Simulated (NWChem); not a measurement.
System: GeHOF, singlet; SMILES [OH][Ge][F]

Input file for NWChem:

```
start job
memory heap 200 mb stack 900 mb global 1100 mb
geometry units angstroms noautosym nocenter noautoz
  Ge     0.369597     0.062096     0.000000
  F     -0.589881    -1.400994     0.000000
  O     -1.022729     1.168712     0.000000
  H     -0.775353     2.101506     0.000000
end
basis spherical
  * library def2-svpd
end
dft
  xc b3lyp
  iterations 150
end
property
  response 1 0.0
end
task dft property
```

Output (shortened):

```
             Northwest Computational Chemistry Package (NWChem) 7.3.0
             --------------------------------------------------------

                             Geometry "geometry" -> ""
                             -------------------------

 Output coordinates in angstroms (scale by  1.889725989 to convert to a.u.)

  No.       Tag          Charge          X              Y              Z
 ---- ---------------- ---------- -------------- -------------- --------------
    1 Ge                  32.0000     0.36959700     0.06209600     0.00000000
    2 F                    9.0000    -0.58988100    -1.40099400     0.00000000
    3 O                    8.0000    -1.02272900     1.16871200     0.00000000
    4 H                    1.0000    -0.77535300     2.10150600     0.00000000

 Effective nuclear repulsion energy (a.u.)     190.8806150962

                              NWChem Property Module
                              ----------------------

                                 NWChem DFT Module
                                 -----------------

 Summary of "ao basis" -> "ao basis" (spherical)
 ------------------------------------------------------------------------------
       Tag                 Description            Shells   Functions and Types
 ---------------- ------------------------------  ------  ---------------------
 Ge                        def2-svpd                14       38   6s4p4d
 F                         def2-svpd                 9       23   4s3p2d
 O                         def2-svpd                 9       23   4s3p2d
 H                         def2-svpd                 4        8   2s2p

            General Information
            -------------------
          SCF calculation type: DFT
          Wavefunction type:  closed shell.
          No. of atoms     :     4
          No. of electrons :    50
           Alpha electrons :    25
            Beta electrons :    25
          Charge           :     0
          Spin multiplicity:     1
          Use of symmetry is: off; symmetry adaption is: off
          Maximum number of iterations: 150
          AO basis - number of functions:    92
                     number of shells:    36
          Convergence on energy requested:  1.00D-06
          Convergence on density requested:  1.00D-05
          Convergence on gradient requested:  5.00D-04

              XC Information
              --------------
                         B3LYP Method XC Potential
                     Hartree-Fock (Exact) Exchange  0.200
                        Slater Exchange Functional  0.800 local
                    Becke 1988 Exchange Functional  0.720 non-local
              Lee-Yang-Parr Correlation Functional  0.810
                  VWN I RPA Correlation Functional  0.190 local

             Grid Information
             ----------------
          Grid used for XC integration:  medium
          Radial quadrature: Mura-Knowles
          Angular quadrature: Lebedev.
          Tag              B.-S. Rad. Rad. Pts. Rad. Cut. Ang. Pts.
          ---              ---------- --------- --------- ---------
          Ge                  1.25      112          10.0       590
          F                   0.50       49          10.0       434
          O                   0.60       49          10.0       434
          H                   0.35       45          11.0       434
          Grid pruning is: on
          Number of quadrature shells:   255
          Spatial weights used:  Erf1

      Superposition of Atomic Density Guess
      -------------------------------------

 Sum of atomic energies:       -2249.53444305

      Non-variational initial energy
      ------------------------------

 Total energy =   -2249.789474
 1-e energy   =   -3517.721535
 2-e energy   =    1077.051446
 HOMO         =      -0.317049
 LUMO         =      -0.029873

   convergence    iter        energy       DeltaE   RMS-Dens  Diis-err
 ---------------- ----- ----------------- --------- --------- ---------
 d= 0,ls=0.0,diis     1  -2252.2854133416 -2.44D+03  2.47D-02  9.65D-01
 d= 0,ls=0.0,diis     2  -2251.9209311825  3.64D-01  1.22D-02  4.86D+00
 d= 0,ls=0.0,diis     3  -2252.4016907203 -4.81D-01  1.32D-03  2.38D-02
 d= 0,ls=0.0,diis     4  -2252.4023351180 -6.44D-04  7.79D-04  1.17D-02
 d= 0,ls=0.0,diis     5  -2252.4030227523 -6.88D-04  2.74D-04  2.55D-03
  Resetting Diis
 d= 0,ls=0.0,diis     6  -2252.4032454203 -2.23D-04  6.88D-05  6.73D-05
 d= 0,ls=0.0,diis     7  -2252.4032502441 -4.82D-06  9.02D-06  1.49D-07
 d= 0,ls=0.0,diis     8  -2252.4032502478 -3.73D-09  3.56D-06  2.00D-07

         Total DFT energy =    -2252.403250247817
      One electron energy =    -3518.020871309137
           Coulomb energy =     1173.254900747470
    Exchange-Corr. energy =      -98.517894782377
 Nuclear repulsion energy =      190.880615096227

 Numeric. integr. density =       49.999996149131

                       DFT Final Molecular Orbital Analysis
                       ------------------------------------

 Vector   23  Occ=2.000000D+00  E=-4.006611D-01
              MO Center= -6.5D-01, -8.5D-01, -1.1D-10, r^2= 1.7D+00
   Bfn.  Coefficient  Atom+Function         Bfn.  Coefficient  Atom+Function
  ----- ------------  ---------------      ----- ------------  ---------------
    43      0.476454  2 F  px                44     -0.346232  2 F  py
    46     -0.311755  2 F  px                47      0.233146  2 F  py
    66      0.199047  3 O  px                65     -0.186362  3 O  s
    64     -0.164196  3 O  s                 67      0.142594  3 O  py
    85      0.125606  4 H  s                 63     -0.120340  3 O  s

 Vector   24  Occ=2.000000D+00  E=-3.537768D-01
              MO Center= -9.0D-01,  9.7D-01,  4.9D-10, r^2= 1.3D+00
   Bfn.  Coefficient  Atom+Function         Bfn.  Coefficient  Atom+Function
  ----- ------------  ---------------      ----- ------------  ---------------
    68      0.584250  3 O  pz                71      0.407248  3 O  pz
    45      0.185526  2 F  pz                48     -0.125190  2 F  pz
    15      0.110613  1 Ge pz                74      0.095742  3 O  pz
    12     -0.063524  1 Ge pz                18      0.060646  1 Ge pz
    51     -0.049176  2 F  pz                20     -0.044448  1 Ge d -1

 Vector   25  Occ=2.000000D+00  E=-2.956775D-01
              MO Center=  2.3D-01,  2.2D-01,  2.3D-09, r^2= 2.7D+00
   Bfn.  Coefficient  Atom+Function         Bfn.  Coefficient  Atom+Function
  ----- ------------  ---------------      ----- ------------  ---------------
     4      0.521430  1 Ge s                 66     -0.363958  3 O  px
     5      0.340218  1 Ge s                  3     -0.300059  1 Ge s
    13      0.274619  1 Ge px                69     -0.260200  3 O  px
    43      0.230710  2 F  px                16      0.185479  1 Ge px
    46     -0.165086  2 F  px                10     -0.159185  1 Ge px

 Vector   26  Occ=0.000000D+00  E=-8.920884D-02
              MO Center=  4.5D-01,  1.2D-01, -2.1D-09, r^2= 2.8D+00
   Bfn.  Coefficient  Atom+Function         Bfn.  Coefficient  Atom+Function
  ----- ------------  ---------------      ----- ------------  ---------------
    18      0.638462  1 Ge pz                15      0.472231  1 Ge pz
    12     -0.253213  1 Ge pz                68     -0.219986  3 O  pz
    71     -0.180594  3 O  pz                45      0.173541  2 F  pz
    48     -0.138649  2 F  pz                37     -0.124418  1 Ge d  1
     9      0.081744  1 Ge pz                92     -0.070996  4 H  pz

 Vector   27  Occ=0.000000D+00  E=-1.981171D-02
              MO Center=  3.8D-01,  1.2D+00, -2.7D-09, r^2= 5.2D+00
   Bfn.  Coefficient  Atom+Function         Bfn.  Coefficient  Atom+Function
  ----- ------------  ---------------      ----- ------------  ---------------
    65      1.254894  3 O  s                  5     -0.656327  1 Ge s
    86     -0.655101  4 H  s                 73      0.464096  3 O  py
    34      0.340769  1 Ge d -2               6      0.321092  1 Ge s
    17      0.317396  1 Ge py                14      0.280337  1 Ge py
    91      0.216554  4 H  py                66     -0.159852  3 O  px

 Vector   28  Occ=0.000000D+00  E= 1.022977D-02
              MO Center= -1.5D-01,  4.1D-01, -4.0D-09, r^2= 6.8D+00
   Bfn.  Coefficient  Atom+Function         Bfn.  Coefficient  Atom+Function
  ----- ------------  ---------------      ----- ------------  ---------------
     6      0.908413  1 Ge s                 16     -0.731778  1 Ge px
     5      0.557715  1 Ge s                 42     -0.490063  2 F  s
    72     -0.390593  3 O  px                17     -0.385064  1 Ge py
    49     -0.329517  2 F  px                50     -0.264211  2 F  py
    73      0.261733  3 O  py                91      0.258064  4 H  py

     Multipole analysis of the density
     ---------------------------------

     L   x y z        total         alpha         beta         nuclear
     -   - - -        -----         -----         ----         -------
     0   0 0 0     -0.000000    -25.000000    -25.000000     50.000000

     1   1 0 0      0.895730      2.752395      2.752395     -4.609061
     1   0 1 0      0.982861     -0.292171     -0.292171      1.567203
     1   0 0 1     -0.000000     -0.000000     -0.000000      0.000000

[...]

 DFT Linear Response polarizability / au
 Frequency  =       0.0000000 / au
              X              Y              Z
 -----------------------------------------------
 X      36.0764505     -2.7246245      0.0000000
 Y      -2.7246382     40.1669869      0.0000000
 Z       0.0000000      0.0000000     30.7789360
 -----------------------------------------------
 Eigenvalues =      34.7148579     41.5285795     30.7789360
 Isotropic   =      35.6741245
 Anisotropic =       9.4200085
 -----------------------------------------------

 Magnetic Dipole Response Matrix (nonzero elements):

 Exiting AOResponse driver routine
```

Level: B3LYP/def2-SVPD. Low-valent species are run as closed-shell singlets; no triplet was tried in these runs. Geometry: optimised at PBE0/def2-SVP.
